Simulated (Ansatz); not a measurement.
Molecule: CH₃Li, net charge -1, doublet state. 
Geometry from a B3LYP-D3(BJ)/def2-TZVP (Ansatz, a quantum-chemistry and plane-wave program) optimisation:
```
C
H 1 1.1033
H 1 1.1033 2 105.85
H 1 1.1033 2 105.85 3 112.06
Li 1 2.0548 2 112.89 3 -123.97
```
Charge -1, spin multiplicity 2.

Basis-set convergence of Hartree-Fock and CCSD(T) correlation energies (hartree) with Ansatz. Correlated levels leave the core frozen unless marked. UHF or UKS for open shells. Spin-orbit coupling is left out. No relativistic terms.

```
basis        functions      E(HF)  E(corr, CCSD(T))
-----------  ---------  ---------  ----------------
def2-SVPD           56  -46.99277          -0.20362
def2-TZVPPD        110  -47.03990          -0.23463
def2-QZVPPD        197  -47.04579          -0.24492
```

Extrapolating the two largest sets (X = 3 and 4) as X^-3: E(corr) = (64·(-0.24492) - 27·(-0.23463))/37 = -0.2524 Eh, an estimate of the basis-set limit. The largest set recovers 97.0 % of it, the smallest 80.7 %.
